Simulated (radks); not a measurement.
Coulomb parameter of the 4f shell of the praseodymium ion Pr3+ in the model configuration [Xe] 4f1 6s1, as a second difference U = [E(n + 1) + E(n - 1) - 2 E(n)] / (1)^2 with all orbitals relaxed. "Bare": the charge of the atom changes with n. "Screened": the 6s shell takes up the change at fixed total charge, which measures U(4f,4f) + U(6s,6s) - 2 U(4f,6s). All-electron calculation, scalar-relativistic Kohn-Sham, PBE, spin-unpolarised, spherical densities, point nucleus. Program: a radial shooting solver on a logarithmic mesh with Libxc functionals.

case,configuration,E - E(n) (eV)
start,[Xe] 4f1 6s1,0.000
bare +1,[Xe] 4f2 6s1,-30.478
bare -1,[Xe] 6s1,49.490
screened +1,[Xe] 4f2,-12.387
screened -1,[Xe] 6s2,20.583

U(bare) = 19.012 eV, U(screened by 6s) = 8.196 eV, against the Slater integral F0(4f,4f) = 26.758 eV with frozen orbitals.
